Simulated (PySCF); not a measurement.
As⁺: ionisation energy

As⁺ [Ar] 3d10 4s2 4p2 [4p1/2^2, M_J = 0] → As²⁺ [Ar] 3d10 4s2 4p1 [4p1/2^1, M_J = 1/2], as a difference of total energies. All numbers are calculated (PySCF 2.14, the two-component X2C-1e Hamiltonian, in x2c-TZVPPall-2c (6s7p4d1f, 54 functions)). Correlated levels: [Ne] frozen. "Screened" scales the spin-orbit matrix elements by Boettger's factors to mimic the two-electron term; Breit and QED terms are absent.

| method | ionisation energy (eV) |
| --- | --- |
| GHF (spin-free) | 17.833 |
| GMP2 (spin-free) | 18.450 |
| GHF (screened spin-orbit) | 17.728 |
| GMP2 (screened spin-orbit) | 18.337 |

**Question.** How much does correlation contribute at GMP2 (screened spin-orbit)?

**Answer.** 18.337 − (17.728) = 0.609 eV, measured against GHF (screened spin-orbit).

The spin-free rows relax to the high-spin LS determinant and lack the spin-orbit shift.

Errors of the correlated levels include the incompleteness of this basis and the frozen core.

The labels give the starting determinants; with spin-orbit coupling the two ends relaxed to ⟨J²⟩ = 1.62, ⟨L²⟩ = 2.01, ⟨S²⟩ = 1.98 and ⟨J²⟩ = 0.82, ⟨L²⟩ = 2.04, ⟨S²⟩ = 0.76.

The determinant of As⁺ mixes levels of different J (the jj label is only the starting occupation), so the difference between spin-free and spin-orbit rows is not the physical spin-orbit shift.

For comparison: 18.589 eV (measured; NIST Atomic Spectra Database, ionization energies).
